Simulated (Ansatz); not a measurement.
`F[Si](Cl)(Cl)I`. The species carries charge 0 and has multiplicity 1. I takes the def2 core potential. Geometry: relaxed with PBE0-D4/def2-TZVP.

```xyz
5

F    -1.246    0.272    1.071
Si   -0.102    0.026    0.011
Cl    0.142    1.732   -1.044
Cl   -0.704   -1.461   -1.216
I     1.910   -0.570    1.178
```

Q: What is the dipole moment at ωB97M-V/def2-TZVPP? (Estimate.)

A: Ansatz gave: 0.77 D, with components (0.73, -0.18, -0.15) D in this frame, pointing from negative to positive charge.

Q: And with PBE, r2SCAN, B3LYP? (Best estimate.)

A: Ansatz gave: PBE 0.78 D, r2SCAN 0.76 D, B3LYP 0.83 D.

Q: Give the Mulliken charges with ωB97M-V, r2SCAN, B3LYP in def2-TZVPP. (Best estimate.)

A: The calculation gave: 
| atom | ωB97M-V | r2SCAN | B3LYP |
| --- | --- | --- | --- |
| F1 | -0.26 | -0.27 | -0.27 |
| Si2 | 0.59 | 0.72 | 0.69 |
| Cl3 | -0.14 | -0.18 | -0.17 |
| Cl4 | -0.14 | -0.18 | -0.17 |
| I5 | -0.06 | -0.09 | -0.08 |

B3LYP here is the variant with VWN-RPA as its local correlation; programs differ in this.
